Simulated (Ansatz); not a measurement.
The pair A = SiH4 (SMILES [SiH4]) (first 5 atoms), B = CH4O (SMILES CO); geometry from B3LYP-D3(BJ)/def2-TZVP.
(charge 0, multiplicity 1):
```xyz
11

Si     0.07789     0.11018     0.28410
H     -1.12811    -0.52552     0.86186
H      0.30972     1.43223     0.90176
H     -0.16682     0.30887    -1.16749
H      1.25436    -0.76946     0.44246
C     -0.47858     0.52134     3.92918
O      0.49295    -0.28558     3.27409
H     -1.47743     0.38752     3.50111
H     -0.17630     1.55667     3.78210
H     -0.51843     0.31864     5.00402
H      0.25537    -1.21149     3.38696
```

Frozen-core correlation. MP2 and its Hartree–Fock in aug-cc-pV(T+d)Z are density fitted.

Codes used: Ansatz (Gaussian basis) for Hartree–Fock, density functionals and correlated methods. 

The counterpoise-corrected interaction energy is E(AB) − E(A in the pair's basis) − E(B in the pair's basis). Total energies (hartree):

```tsv
level	AB	A in the pair's basis	B in the pair's basis
HF/aug-cc-pV(D+d)Z	-406.3118599	-291.2504109	-115.0617670
MP2/aug-cc-pV(D+d)Z	-406.7979953	-291.3724025	-115.4225248
HF/aug-cc-pV(T+d)Z	-406.3553635	-291.2637057	-115.0920248
MP2/aug-cc-pV(T+d)Z	-406.9423540	-291.4094974	-115.5292338
CCSD(T)/aug-cc-pV(D+d)Z	-406.8666271	-291.4072296	-115.4563420
```

Task: Work out the counterpoise-corrected interaction energy at the basis-set limit: extrapolate the MP2 correlation part as X⁻³, take Hartree–Fock from the larger set, and add the CCSD(T) − MP2 difference of aug-cc-pV(D+d)Z.

Result: 
1. Differences (1 hartree = 627.509 kcal/mol): HF/aug-cc-pV(D+d)Z 0.200; MP2/aug-cc-pV(D+d)Z -1.925; HF/aug-cc-pV(T+d)Z 0.230; MP2/aug-cc-pV(T+d)Z -2.273; CCSD(T)/aug-cc-pV(D+d)Z -1.917.
2. Correlation parts, MP2 less HF: -2.125 in aug-cc-pV(D+d)Z (X = 2), -2.504 in aug-cc-pV(T+d)Z (X = 3).
3. Limit (3³·(-2.504) − 2³·(-2.125))/(3³ − 2³) = -2.663; with HF/aug-cc-pV(T+d)Z it gives -2.433.
4. CCSD(T) less MP2 in aug-cc-pV(D+d)Z: 0.008.
Result: -2.42 kcal/mol, against -1.93 at MP2/aug-cc-pV(D+d)Z. It is an estimate of this method's limit, not of the exact value.

Ansatz is a quantum-chemistry and plane-wave program.
